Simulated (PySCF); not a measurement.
**Fine-structure interval of Tm by level of theory**

Tm [Xe] 4f13 6s2 [4f5/2^6 4f7/2^7, M_J = 7/2] → Tm [Xe] 4f13 6s2 [4f5/2^5 4f7/2^8, M_J = 5/2], as a difference of total energies. All numbers are calculated (PySCF 2.14, the two-component X2C-1e Hamiltonian, in x2c-QZVPPall-2c). Correlated levels: [Ar] 3d10 frozen; the 40 highest virtual spinors dropped. "Screened" scales the spin-orbit matrix elements by Boettger's factors to mimic the two-electron term; Breit and QED terms are absent.

```tsv
method	fine-structure interval (cm⁻¹)	error (cm⁻¹)
GHF (screened spin-orbit)	9742.0	+971
GMP2 (screened spin-orbit)	9643.2	+872
GHF (bare spin-orbit)	16384	+7613
```

Reference: 8771.2 cm⁻¹ (measured; NIST Handbook of Basic Atomic Spectroscopic Data (Sansonetti and Martin, J. Phys. Chem. Ref. Data 34, 1559 (2005))).
